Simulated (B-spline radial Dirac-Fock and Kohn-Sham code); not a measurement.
**Scattering functions of Tl⁷⁵⁺**

System: the Tl⁷⁵⁺ ion, configuration [He] 2s2 2p2.

Input of the calculation (task.json; shells as n, l, electrons):

```json
{"items": [{
  "Z": 81,
  "q": 75,
  "cfg": [[1, 0, 2], [2, 0, 2], [2, 1, 2]],
  "A": 205,
  "rrms": 5.4759,
  "do": ["scatter"],
  "s": [0.0, 0.06, 0.08, 0.1, 0.12, 0.15, 0.18, 0.23, 0.28, 0.35, 0.43, 0.54, 0.67, 0.83, 1.03, 1.28, 1.59, 1.97, 2.45, 3.04, 3.78, 4.69, 5.82],
  "pz": [0, 0.1, 0.15, 0.22, 0.32, 0.47, 0.68, 1.0, 1.5, 2.2, 3.2, 4.7, 6.9, 10.0, 15.0, 22.0, 32.0, 47.0, 69.0, 100.0, 150.0],
  "hv_scatter": [1000, 10000, 17479.3, 20000, 30000, 100000, 200000, 500000]
}]}
```

Run with: `python xray_run.py task.json out`

These are calculated numbers from a radial finite-basis atomic code; the model is Dirac-Fock orbitals of the configuration average with a finite nucleus. f₀ is the Fourier transform of the spherical electron density, S the Waller-Hartree incoherent function, and s = sin θ/λ.

```csv
s (Å⁻¹),f₀,S
0,6.000,0.000
0.06,5.999,0.001
0.08,5.999,0.001
0.1,5.999,0.002
0.12,5.998,0.003
0.15,5.997,0.005
0.18,5.995,0.007
0.23,5.992,0.011
0.28,5.989,0.017
0.35,5.982,0.026
0.43,5.973,0.040
0.54,5.958,0.062
0.67,5.935,0.095
0.83,5.901,0.145
1.03,5.849,0.222
1.28,5.769,0.337
1.59,5.650,0.507
1.97,5.476,0.750
2.45,5.219,1.096
3.04,4.863,1.554
3.78,4.383,2.129
4.69,3.793,2.770
5.82,3.130,3.404
```

f₀ starts at the number of electrons, 6. The sum of ⟨r²⟩ over the electrons is 0.01968 bohr².
